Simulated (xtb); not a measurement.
C₂H₅N, charge -1, doublet, from a rough starting geometry (a state made from the parent by changing its charge; the spin is typed, not shown lowest); GFN2-xTB run with xtb 6.7.1.

xtb was given this input:
```
$ xtb mol.xyz --gfn 2 --chrg -1 --uhf 1 --opt vtight --json

# file mol.xyz
8

C      1.03723602    -0.12773484     0.06093278
N     -0.10137985     0.67037567     0.30596358
C     -1.24668312     0.34677585    -0.07430242
H      1.74087128     0.42129214    -0.54646532
H      1.52360999    -0.27683078     1.02960766
H      0.76368161    -1.08325223    -0.40593907
H     -1.47454147    -0.66273593    -0.50409938
H     -2.12403979     0.92934784     0.11550110
```

It wrote (shortened):

```
   ID    Z sym.   atoms
    1    6 C      1, 3
    2    7 N      2
    3    1 H      4-8

           -------------------------------------------------
          |                Calculation Setup                |
           -------------------------------------------------

           -------------------------------------------------
          |                 G F N 2 - x T B                 |
           -------------------------------------------------

          ...................................................
          :                      SETUP                      :
          :.................................................:
          :  # basis functions                  17          :
          :  # atomic orbitals                  17          :
          :  # shells                           11          :
          :  # electrons                        19          :
          :  max. iterations                   250          :
          :  Hamiltonian                  GFN2-xTB          :
          :  restarted?                      false          :
          :  GBSA solvation                  false          :
          :  PC potential                    false          :
          :  electronic temp.          300.0000000     K    :
          :  accuracy                    1.0000000          :
          :  -> integral cutoff          0.2500000E+02      :
          :  -> integral neglect         0.1000000E-07      :
          :  -> SCF convergence          0.1000000E-05 Eh   :
          :  -> wf. convergence          0.1000000E-03 e    :
          :  Broyden damping             0.4000000          :
          :  net charge                         -1          :
          :  unpaired electrons                  1          :
          ...................................................

 iter      E             dE          RMSdq      gap      omega  full diag
   1     -9.8943229 -0.989432E+01  0.340E+00    8.10       0.0  T
   2     -9.9317506 -0.374277E-01  0.155E+00    7.25       1.0  T
   3     -9.9325422 -0.791666E-03  0.799E-01    7.39       1.0  T
   4     -9.9326246 -0.823874E-04  0.161E-01    7.23       1.0  T
   5     -9.9326483 -0.236625E-04  0.372E-02    7.22       1.0  T
   6     -9.9326501 -0.176340E-05  0.159E-02    7.21       2.2  T
   7     -9.9326501 -0.531475E-07  0.169E-03    7.21      21.0  T
   8     -9.9326501 -0.479380E-08  0.762E-04    7.21      46.4  T
   9     -9.9326501 -0.191808E-08  0.685E-05    7.21     516.0  T

   *** convergence criteria satisfied after 9 iterations ***

         :::::::::::::::::::::::::::::::::::::::::::::::::::::
         ::                     SUMMARY                     ::
         :::::::::::::::::::::::::::::::::::::::::::::::::::::
         :: total energy              -9.785223681307 Eh    ::
         :: gradient norm              0.232348002841 Eh/a0 ::
         :: HOMO-LUMO gap              7.212761449244 eV    ::
         ::.................................................::
         :: SCC energy                -9.932649914260 Eh    ::
         :: -> isotropic ES            0.157539152495 Eh    ::
         :: -> anisotropic ES          0.006536485985 Eh    ::
         :: -> anisotropic XC          0.008701603058 Eh    ::
         :: -> dispersion             -0.004074003603 Eh    ::
         :: repulsion energy           0.147426232953 Eh    ::
         :: add. restraining           0.000000000000 Eh    ::
         :: total charge              -1.000000000000 e     ::
         :::::::::::::::::::::::::::::::::::::::::::::::::::::

      -----------------------------------------------------------
     |                   =====================                   |
     |                        A N C O P T                        |
     |                   =====================                   |
     |               Approximate Normal Coordinate               |
     |                Rational Function Optimizer                |
      -----------------------------------------------------------
      -----------------------------------------------------------
     |                   =====================                   |
     |                        A N C O P T                        |
     |                   =====================                   |
     |               Approximate Normal Coordinate               |
     |                Rational Function Optimizer                |
      -----------------------------------------------------------

          ...................................................
          :                      SETUP                      :
          :.................................................:
          :   optimization level         verytight          :
          :   max. optcycles                   200          :
          :   ANC micro-cycles                  20          :
          :   degrees of freedom                18          :
          :.................................................:
          :   RF solver                   davidson          :
          :   write xtbopt.log                true          :
          :   linear?                        false          :
          :   energy convergence         0.1000000E-06 Eh   :
          :   grad. convergence          0.2000000E-03 Eh/α :
          :   maxmium RF displ.          1.0000000          :
          :   Hlow (freq-cutoff)         0.1000000E-01      :
          :   Hmax (freq-cutoff)         5.0000000          :
          :   S6 in model hess.         20.0000000          :
          ...................................................

generating ANC from exact Hessian ...
Using Lindh-Hessian (1995)
 Shifting diagonal of input Hessian by    1.6901812733934457E-003
 Lowest  eigenvalues of input Hessian
    0.000000    0.000000    0.000000    0.000000    0.000000    0.000000
    0.010000    0.022074    0.032698    0.071771    0.086611    0.110392
[...]
 * total energy  :    -9.8117408 Eh     change        0.1968048E-04 Eh
 * total energy  :    -9.8119265 Eh     change       -0.1857125E-03 Eh
 * total energy  :    -9.8119613 Eh     change       -0.3482552E-04 Eh
 * total energy  :    -9.8120028 Eh     change       -0.4147429E-04 Eh
 * total energy  :    -9.8120221 Eh     change       -0.1932491E-04 Eh
 * total energy  :    -9.8120322 Eh     change       -0.1007053E-04 Eh
 * total energy  :    -9.8120287 Eh     change        0.3507626E-05 Eh
 * total energy  :    -9.8120353 Eh     change       -0.6637164E-05 Eh
 * total energy  :    -9.8120360 Eh     change       -0.6841096E-06 Eh
 * total energy  :    -9.8120370 Eh     change       -0.1069562E-05 Eh
 * total energy  :    -9.8120380 Eh     change       -0.9409571E-06 Eh
 * total energy  :    -9.8120381 Eh     change       -0.1301729E-06 Eh
 * total energy  :    -9.8120381 Eh     change       -0.2566155E-07 Eh
   *** GEOMETRY OPTIMIZATION CONVERGED AFTER 24 ITERATIONS ***
[...]
          :  -> integral neglect         0.1000000E-07      :
          :  -> SCF convergence          0.1000000E-05 Eh   :
          :  -> wf. convergence          0.1000000E-03 e    :
          :  Broyden damping             0.4000000          :
          :  net charge                         -1          :
          :  unpaired electrons                  1          :
          ...................................................

 iter      E             dE          RMSdq      gap      omega  full diag
   1     -9.9168807 -0.991688E+01  0.342E-05    8.27       0.0  T
   2     -9.9168807 -0.164313E-11  0.194E-05    8.27    1823.4  T
   3     -9.9168807 -0.573763E-12  0.112E-05    8.27    3151.7  T

   *** convergence criteria satisfied after 3 iterations ***

         :::::::::::::::::::::::::::::::::::::::::::::::::::::
         ::                     SUMMARY                     ::
         :::::::::::::::::::::::::::::::::::::::::::::::::::::
         :: total energy              -9.812038145163 Eh    ::
         :: gradient norm              0.000024769286 Eh/a0 ::
         :: HOMO-LUMO gap              8.268571358546 eV    ::
         ::.................................................::
         :: SCC energy                -9.916880475222 Eh    ::
         :: -> isotropic ES            0.152225038860 Eh    ::
         :: -> anisotropic ES          0.008456677598 Eh    ::
         :: -> anisotropic XC          0.008716637099 Eh    ::
         :: -> dispersion             -0.004022643683 Eh    ::
         :: repulsion energy           0.104842330059 Eh    ::
         :: add. restraining           0.000000000000 Eh    ::
         :: total charge              -1.000000000000 e     ::
         :::::::::::::::::::::::::::::::::::::::::::::::::::::

           -------------------------------------------------
          |                Property Printout                |
           -------------------------------------------------

    * Orbital Energies and Occupations

         #    Occupation            Energy/Eh            Energy/eV
      -------------------------------------------------------------
         1        2.0000           -0.3870370             -10.5318
         2        2.0000           -0.3301192              -8.9830
         3        2.0000           -0.2988256              -8.1315
         4        2.0000           -0.2792852              -7.5997
         5        2.0000           -0.2752496              -7.4899
         6        2.0000           -0.2318097              -6.3079
         7        2.0000           -0.1950034              -5.3063
         8        2.0000           -0.1270937              -3.4584
         9        2.0000           -0.0992438              -2.7006
        10        1.0000            0.0184536               0.5021 (HOMO)
        11                          0.3223180               8.7707 (LUMO)
        12                          0.3503896               9.5346
        13                          0.3620142               9.8509
        14                          0.3936009              10.7104
        15                          0.4068846              11.0719
        16                          0.4974547              13.5364
        17                          0.5941746              16.1683
      -------------------------------------------------------------
                  HL-Gap            0.3038644 Eh            8.2686 eV
             Fermi-level            0.0649953 Eh            1.7686 eV

     #   Z          covCN         q      C6AA      α(0)
     1   6 C        3.704     0.074    19.484     6.311
     2   7 N        1.819    -0.485    33.898     8.627
     3   6 C        2.790    -0.104    30.602     9.062
     4   1 H        0.918    -0.077     4.830     3.437
     5   1 H        0.923    -0.058     4.290     3.239
     6   1 H        0.918    -0.079     4.896     3.461
     7   1 H        0.921    -0.151     7.731     4.348
     8   1 H        0.924    -0.120     6.314     3.930

 Mol. C6AA /au·bohr⁶  :        756.481063
 Mol. C8AA /au·bohr⁸  :      14786.614622
 Mol. α(0) /au        :         42.413834

Wiberg/Mayer (AO) data.
largest (>0.10) Wiberg bond orders for each atom

 ---------------------------------------------------------------------------
     #   Z sym  total        # sym  WBO       # sym  WBO       # sym  WBO
 ---------------------------------------------------------------------------
     1   6 C    3.985 --     2 N    1.093     5 H    0.976     6 H    0.948
                             4 H    0.948
     2   7 N    2.663 --     3 C    1.475     1 C    1.093
     3   6 C    3.434 --     2 N    1.475     8 H    0.966     7 H    0.944
     4   1 H    0.993 --     1 C    0.948
     5   1 H    0.997 --     1 C    0.976
     6   1 H    0.994 --     1 C    0.948
     7   1 H    0.977 --     3 C    0.944
     8   1 H    0.986 --     3 C    0.966
 ---------------------------------------------------------------------------

Topologies differ in total number of bonds
Writing topology from bond orders to xtbtopo.mol

molecular dipole:
                 x           y           z       tot (Debye)
 q only:        0.857      -0.552      -0.266
   full:        0.886      -1.059      -0.478       3.715
molecular quadrupole (traceless):
                xx          xy          yy          xz          yz          zz
 q only:       -3.353       1.370       1.536      -0.457      -1.220       1.817
  q+dip:       -1.718       2.046       0.675      -0.759      -1.374       1.042
   full:       -1.454       1.873       0.563      -0.757      -1.431       0.891

optimized geometry written to: xtbopt.xyz

           -------------------------------------------------
          | TOTAL ENERGY               -9.812038145163 Eh   |
          | GRADIENT NORM               0.000024769286 Eh/α |
          | HOMO-LUMO GAP               8.268571358546 eV   |
           -------------------------------------------------

normal termination of xtb
```
